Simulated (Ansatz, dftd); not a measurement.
System: CH$_{2}$BF$_{3}$, charge 0, singlet. CH2BF3 (SMILES BC(F)(F)F).
B3LYP-D3(BJ)/def2-TZVP minimum from Ansatz (a first-principles code):
```xyz
7

B      1.1307     0.4159     1.0954
C      0.0475    -0.0176     0.0058
F     -1.0600     0.7402     0.2656
F     -0.3330    -1.3113     0.0656
F      0.4014     0.2215    -1.2746
H      1.1397    -0.1510     2.1342
H      1.8466     1.3243     0.8443
```

Wanted: atomisation energy (electronic, to ground-state atoms), in kcal/mol. Radicals and triplets start from unrestricted determinants; spin-orbit coupling is neglected. Cores are frozen in correlated methods. Rows without X2C or -DK are non-relativistic. CBS(X,Y): correlation extrapolated as X^-3, Hartree-Fock from the larger set. A bracket is a step between two methods taken in the basis named. The functionals are non-relativistic, so their misses hold any scalar relativity. Double hybrids freeze cores in their MP2 part. '+ core + X2C': CCSD(T) terms for core correlation (cc-pwCVTZ) and scalar relativity (cc-pVTZ-DK). Where a partner has so few electrons that a lower coupled-cluster level is exact, that level stands in.

```
level                                                                            program  atomisation energy (kcal/mol)  difference against the last row
------------------------------------------------------------------------  --------------  -----------------------------  -------------------------------
PBE-D3(BJ)/def2-TZVPD                                                     Ansatz + dftd3                          647.0                             23.5
r2SCAN/def2-TZVPD                                                                 Ansatz                          628.4                              4.9
PBE0-D3(BJ)/def2-TZVPD                                                    Ansatz + dftd3                          625.5                              2.0
r2SCANh-D4/def2-TZVPD                                                     Ansatz + dftd4                          621.4                             -2.1
r2SCANh/def2-TZVPD                                                                Ansatz                          620.8                             -2.7
B2PLYP/def2-TZVPD                                                                 Ansatz                          617.1                             -6.4
B2GP-PLYP-D3(BJ)/def2-TZVPD                                               Ansatz + dftd3                          616.9                             -6.6
B2GP-PLYP-D4/def2-TZVPD                                                   Ansatz + dftd4                          616.6                             -6.9
CCSD/cc-pVDZ                                                                      Ansatz                          560.6                            -62.9
CCSD/cc-pVTZ                                                                      Ansatz                          593.0                            -30.5
CCSD(T)/cc-pVQZ                                                                   Ansatz                          614.4                             -9.1
CCSDT(Q)/cc-pVDZ                                                                  Ansatz                          568.8                            -54.7
CCSD(T)/CBS(cc-pVTZ,cc-pVQZ) + [CCSDT(Q) - CCSD(T)]/cc-pVDZ + core + X2C          Ansatz                          623.5                              0.0
```
